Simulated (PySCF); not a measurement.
**A series of related molecules**

The calculation used quadratic response CAM-B3LYP/aug-cc-pVDZ first hyperpolarisability, Taylor convention, gas phase in PySCF. Geometry: PBE0-D3(BJ)/def2-SVP.

Each molecule in one low-energy conformer. The parent is C1=CC2(C=C1)C=CC=C2.

The calculation is non-relativistic, which matters for the atoms heavier than Zn.

(1) How does the norm of the vector part βᵢ = ⅓ Σⱼ (βᵢⱼⱼ + βⱼᵢⱼ + βⱼⱼᵢ) of the static first hyperpolarisability change along this series?
- C1=CC2(C=C1)C=CC=C2 (base)
- BrC1=CC=CC12C=CC=C2 (H replaced by Br)
- [SiH3]C1=CC2(C=CC=C2)C=C1 (H replaced by SiH3)
- FC1=CC2(C=CC=C2)C=C1 (H replaced by F)
- ClC1=CC=CC12C=CC=C2 (H replaced by Cl)

Answers

(1) 
```csv
molecule,static β vector norm (au),static β HRS (au),S1 (eV)
C1=CC2(C=C1)C=CC=C2,0,12,4.37
BrC1=CC=CC12C=CC=C2,122,45,4.29
[SiH3]C1=CC2(C=CC=C2)C=C1,202,81,4.17
FC1=CC2(C=CC=C2)C=C1,218,85,4.35
ClC1=CC=CC12C=CC=C2,191,70,4.32
```
The norm of the vector part βᵢ = ⅓ Σⱼ (βᵢⱼⱼ + βⱼᵢⱼ + βⱼⱼᵢ) of the static first hyperpolarisability is lowest for C1=CC2(C=C1)C=CC=C2 and highest for FC1=CC2(C=CC=C2)C=C1.
